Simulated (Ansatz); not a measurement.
One change: `FC1=N[SiH2]1` becomes `FC1=N[SiH]1Cl`.

Ansatz, PBE0-D4/def2-TZVP geometries, multiplicity 1. 

```tsv
property	`FC1=N[SiH2]1`
LUMO energy (PBE/def2-TZVPP) / eV	-1.95
size of the dipole moment (ωB97M-V/def2-TZVPP) / D	2.87
HOMO energy (B3LYP/def2-TZVPP) / eV	-7.35
size of the dipole moment (PBE/def2-TZVPP) / D	2.42
LUMO energy (ωB97M-V/def2-TZVPP) / eV	0.68
HOMO energy (PBE/def2-TZVPP) / eV	-6.28
```

Question: Give the same properties after the change, and the shifts. (Best estimate.)

Answer: The calculation gave: 
```
                                          property  `FC1=N[SiH]1Cl`  shift
                 LUMO energy (PBE/def2-TZVPP) / eV            -1.91   0.04
size of the dipole moment (ωB97M-V/def2-TZVPP) / D             2.45  -0.42
               HOMO energy (B3LYP/def2-TZVPP) / eV            -7.49  -0.14
    size of the dipole moment (PBE/def2-TZVPP) / D             2.08  -0.34
             LUMO energy (ωB97M-V/def2-TZVPP) / eV             0.92   0.24
                 HOMO energy (PBE/def2-TZVPP) / eV            -6.38  -0.10
```

With PBE0 the HOMO falls by 0.15 eV and the LUMO rises by 0.17 eV, so the gap widens by about 0.32 eV. PBE moves the HOMO by -0.10 eV and ωB97M-V by -0.15 eV. Dipoles are sizes alone; their direction can turn.

B3LYP here is the variant with VWN-RPA as its local correlation; programs differ in this.
